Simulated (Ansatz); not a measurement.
Consider the hydrogenolysis of the Se–Ge bond: `[CH3][GeH]([F])[SeH]` + H₂ → H₂Se + `[CH3][GeH2][F]`.

Calculated with Ansatz (gas phase, PBE0-D4/def2-TZVP geometries, no zero-point term in ΔE). CCSD(T)/CBS adds triple-zeta CCSD(T) − MP2 to the extrapolated MP2 energy (def2 sets, frozen cores). This one scheme is used for every species. DFT in def2-TZVPP. B3LYP here is the variant with VWN-RPA as its local correlation; programs differ in this. HSE06 is defined as in plane-wave codes. For Ge, Se outer-core shells are correlated without core-valence functions, which leaves a few kJ/mol of doubt a bond. Scalar relativity is left out up to krypton. Each species was taken in one conformer, which may not be the lowest.

```json
{"level": "HSE06-D4", "ΔE (kJ/mol)": "50.4"}
{"level": "B2PLYP", "ΔE (kJ/mol)": "44.5"}
{"level": "r2SCAN", "ΔE (kJ/mol)": "51.5"}
{"level": "B3LYP", "ΔE (kJ/mol)": "38.7"}
{"level": "CAM-B3LYP", "ΔE (kJ/mol)": "34.6"}
{"level": "CCSD(T)/def2-SVP", "ΔE (kJ/mol)": "32.1"}
{"level": "SCS-MP2/def2-TZVPP", "ΔE (kJ/mol)": "47.9"}
{"level": "HF/CBS(def2)", "ΔE (kJ/mol)": "26.0"}
```

Task: What does CCSD(T)/CBS give? (An estimate is asked.)

Result: The calculation gave: +49.9 kJ/mol. The listed levels differ from it by 0.5, -5.4, 1.6, -11.2, -15.3, -17.8, -2.0, -23.9 kJ/mol.

Largest T1 diagnostic among the species: 0.011.

At CCSD(T), def2-SVP lies −17.8 kJ/mol from the extrapolated value and def2-TZVPP −3.8 kJ/mol. From r2SCAN to r2SCAN0 (25 % exact exchange), in def2-TZVPP and without D4, ΔE moves by −3.1 kJ/mol.
